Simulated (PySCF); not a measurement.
# Simulated absorption spectrum

Compound: CH₈O₃Si₃.
InChI=1S/CH8O3Si3/c5-2-1-3-6-7-4-1/h1H,6-7H2,5H3

The calculation used PySCF, TDDFT CAM-B3LYP/def2-SVPD, vertical, gas phase, core orbitals frozen in the response. One conformer (not necessarily the lowest) at the GFN2-xTB geometry, without solvent, vibrations or thermal averaging.

Each state is given a Gaussian of 0.5 eV full width at half maximum, with ε(max) = 2.175×10⁸ f / Δν̃ (Δν̃ the width in cm⁻¹). The width is an assumption, not a result. The curve ends short of the highest state used, and states not computed would add to its high-energy end.

```csv
λ (nm),ε (L mol⁻¹ cm⁻¹)
168.4,9804
169.6,7817
170.8,6051
172.0,4596
173.2,3459
174.4,2601
175.5,2011
176.7,1531
177.9,1181
179.1,935
180.3,777
181.5,701
182.7,701
183.9,772
185.1,906
186.2,1071
187.4,1283
188.6,1505
189.8,1714
191.0,1888
192.2,2009
193.4,2064
194.6,2049
195.7,1976
196.9,1842
198.1,1663
199.3,1457
200.5,1240
201.7,1026
202.9,826
204.1,647
205.3,495
206.4,379
207.6,277
208.8,197
210.0,138
211.2,94
212.4,63
213.6,42
214.8,27
216.0,17
217.1,11
218.3,7
219.5,4
```

Question: Where are the band maxima, and which computed states make them?

Answer: 194 nm (6.40 eV), ε about 2100, made up of S1 (100%) (ε in L mol⁻¹ cm⁻¹; maxima over ε = 5, shares over 10%). At its high-energy end, 7.36 eV, the curve is still rising (ε about 9700, from S4 and S6). The states used: S1 6.40 eV (f 0.038); S2 6.88 eV (f 0.0009); S3 7.17 eV (f 0.024); S4 7.53 eV (f 0.052); S5 7.56 eV (f 0.0086); S6 7.59 eV (f 0.219); S7 7.95 eV (f 0.0066); S8 7.96 eV (f 0.0014).

Question: What would ε be at 6.40 eV, the highest of these maxima, with half the width (0.25 eV)?

Answer: About 4120 L mol⁻¹ cm⁻¹ against 2070, a factor of about 1.99; a lone state at its own centre would give exactly 2.

Question: Does any computed singlet lie in the visible range?

Answer: No computed singlet lies in the visible range (380 to 750 nm); the lowest, at 194 nm, stands 3.14 eV above its violet end (3.26 eV).

Question: Coming from long wavelengths, where does ε first pass 100 L mol⁻¹ cm⁻¹?

Answer: At about 211 nm (5.88 eV), 0.52 eV below S1.

Hardware: one thread, Arm Neoverse N1 (aarch64), shared host with 64 logical CPUs at a one-minute load of 61. Cost: 1.9 min (with the writing of density and orbital grids), 1.0 GiB resident at most.
